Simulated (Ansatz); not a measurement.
A run for Ansatz (an electronic-structure program): U-wB97X-V/cc-pVTZ on FGeH (SMILES [F][GeH]), a point of a bond scan (R = 5.168 Å).

Ansatz 0.2 input:
```yaml
crystal:
  periodic: [false, false, false]
  atoms:
    - {symbol: Ge, position_ang: [-0.11370409, -0.22690637, 0.28076938]}
    - {symbol: H, position_ang: [-2.90030143, -2.87188007, -3.17505340]}
    - {symbol: F, position_ang: [0.51367187, 0.92382939, -0.90949390]}
basis:
  gaussian:
    orbitals: cc-pVTZ
hamiltonian:
  xc: {name: wB97X-V}
magnetization: {spin_polarized: true, initial_magnetization: 0}
```

Output:

```
WARN ansatz: RAYON_NUM_THREADS=1 ignored (pool sized by the plan → 1); use --threads N
Functional definition: wB97X-V
integrals: 0.03 GiB planned
613 factors; their error is unknown
integrals: 0.06 GiB planned
119 factors; integrals over basis functions are off by at most 7.8e-5 eV
mean field: 0.43 GiB planned
mean field evaluation 1: about -59235.8163 eV, gradient 2.9e1 eV
mean field evaluation 2: about -59223.7044 eV, gradient 4.9e1 eV
mean field evaluation 4: about -59230.9189 eV, gradient 1.5e1 eV
mean field evaluation 8: about -59231.1820 eV, gradient 1.4e1 eV
mean field evaluation 16: about -59242.6510 eV, gradient 3.6e0 eV
mean field evaluation 32: about -59244.0522 eV, gradient 1.2e-1 eV
mean field evaluation 64: about -59244.1895 eV, gradient 4.6e-2 eV
mean field -59244.18950854 eV, -2177.1838072850 hartree, gradient 8.4e-6 eV, S^2 1.003012; 4 other end points of the search recorded, 0 dependent functions left out
reference -59244.18951207 eV, -2177.1838074148 hartree; 21, 21 occupied and 66, 66 virtual orbitals, 613 factors
Total energy: -59244.18951207 eV, -2177.1838074148 hartree
```

Self-consistency was reached. Its determinant has ⟨S²⟩ = 1.00, a mixture of spin states.

Cost: roughly 22 core-seconds.
